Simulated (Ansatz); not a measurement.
Born–Oppenheimer molecular dynamics of a periodic cell of 17 atoms, Si₁₆C (host Si, host structure diamond, interstitial C). It goes on from the last frame of an earlier run, with new velocities.

All numbers below come from Ansatz 0.2.0, DFT PBEsol, scalar-relativistic, plane waves, PAW. Settings: accuracy low, PAW set soft_1, cutoff 420 eV, k mesh 2x2x2, fermi-dirac smearing 0.02 eV, spin collinear.

```
ensemble                      : NVE (velocity Verlet)
time step                     : 1 fs
steps asked                   : 70
starting velocities drawn for : 840 K
seed                          : 603193
```

First frame:

```xyz
17
Lattice="0.0000 5.4300 5.4300 5.4300 0.0000 5.4300 5.4300 5.4300 0.0000" Properties=species:S:1:pos:R:3
Si -0.064 -0.010 -0.163
Si 1.145 1.397 1.341
Si 2.587 2.699 -0.010
Si 4.137 4.029 1.325
Si 2.525 0.010 2.646
Si 3.938 1.393 4.159
Si 5.333 2.845 2.903
Si 6.766 4.254 4.231
Si -0.306 2.774 2.612
Si 1.258 4.046 4.003
Si 2.711 5.290 2.814
Si 4.015 6.644 4.144
Si 2.572 2.703 5.379
Si 3.870 4.206 6.657
Si 6.290 5.704 5.986
Si 7.191 7.309 7.295
C 4.423 5.771 5.712
```

Problem. What does the run give?

Solution. All steps were run.

```yaml
steps_done: 70
time_covered: 70 fs
mean_temperature_over_the_second_half: 527 K
spread_of_the_potential_energy_over_the_second_half: 7.6 meV per atom
mean_potential_energy_of_the_second_half_above_the_start: 38.1 meV per atom
```

The conserved energy stayed within 0.041 meV per atom of its start (net change 0.017 meV per atom), so the integration is sound. A run of 0.07 ps of so small a system gives no equilibrium averages. Limits of this set-up: coarse k mesh, PAW files made for another functional, a small cell, in which the defect meets its images, low accuracy level.

Problem. What happens to the structure?

Solution. Mean squared displacements from the first frame to the last, about the centre of mass: Si 0.08 Å², C 0.15 Å². Another seed would give other details.

Problem. How do temperature and energy run in time?

Solution. 
| time (fs) | T (K) | potential energy less start (eV) | conserved less start (meV/atom) |
| --- | --- | --- | --- |
| 0 | 840 | 0.000 | 0.00 |
| 2 | 815 | 0.051 | 0.00 |
| 4 | 785 | 0.114 | 0.01 |
| 6 | 752 | 0.182 | 0.02 |
| 8 | 720 | 0.250 | 0.02 |
| 10 | 690 | 0.310 | 0.03 |
| 12 | 667 | 0.359 | 0.03 |
| 14 | 650 | 0.394 | 0.03 |
| 16 | 641 | 0.412 | 0.03 |
| 18 | 641 | 0.412 | 0.03 |
| 20 | 648 | 0.397 | 0.03 |
| 22 | 662 | 0.368 | 0.02 |
| 24 | 678 | 0.334 | 0.01 |
| 26 | 693 | 0.304 | 0.01 |
| 28 | 702 | 0.286 | 0.00 |
| 30 | 701 | 0.287 | 0.00 |
| 32 | 690 | 0.311 | 0.00 |
| 34 | 668 | 0.356 | 0.00 |
| 36 | 640 | 0.414 | 0.01 |
| 38 | 612 | 0.473 | 0.03 |
| 40 | 590 | 0.517 | 0.04 |
| 42 | 580 | 0.539 | 0.03 |
| 44 | 577 | 0.545 | 0.02 |
| 46 | 574 | 0.549 | 0.00 |
| 48 | 566 | 0.568 | -0.01 |
| 50 | 547 | 0.607 | 0.00 |
| 52 | 519 | 0.663 | 0.01 |
| 54 | 490 | 0.725 | 0.03 |
| 56 | 464 | 0.778 | 0.04 |
| 58 | 447 | 0.813 | 0.04 |
| 60 | 442 | 0.823 | 0.04 |
| 62 | 448 | 0.812 | 0.03 |
| 64 | 461 | 0.784 | 0.03 |
| 66 | 479 | 0.747 | 0.02 |
| 68 | 499 | 0.706 | 0.02 |
| 70 | 519 | 0.665 | 0.02 |

Time of the run: 17 min on 1 thread of Intel(R) Xeon(R) Platinum 8488C (Sapphire Rapids), on a shared host, peak memory 0.71 GiB.
